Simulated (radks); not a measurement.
Q: N III, configuration [He] 2s2 7s1 (not the ground configuration). All-electron calculation, non-relativistic Kohn-Sham, PBE, spin-polarised, spherical densities, point nucleus; open shells are filled with parallel spins first. Program: a radial shooting solver on a logarithmic mesh with Libxc functionals. Some entries of the table are withheld. Estimate them.

orbital,occ.,eigenvalue (hartree),<1/r> (bohr^-1)
1s up,1,(1),6.645
1s down,1,(2),6.645
2s up,1,-2.43605,1.314
2s down,1,-2.43516,1.314
7s up,1,-0.10313,0.07161

A: 
(1) 1s up eigenvalue (hartree): -16.48999
(2) 1s down eigenvalue (hartree): -16.48961
